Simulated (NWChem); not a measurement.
C$_{4}$H$_{3}$Br; SMILES C#C/C=C\Br

All runs: NWChem. Structure relaxed at the PBE0/def2-SVP level. Ions are spin-unrestricted doublets at the neutral geometry; other ion states weren't tried.

Problem. What does the run give for PBE/def2-SVP? Quantities: vertical ionisation energy, ΔSCF (eV); −ε(HOMO) (eV).

Solution. 
```yaml
vertical ionisation energy, ΔSCF (eV): 8.80
"−ε(HOMO) (eV)": 5.85
```
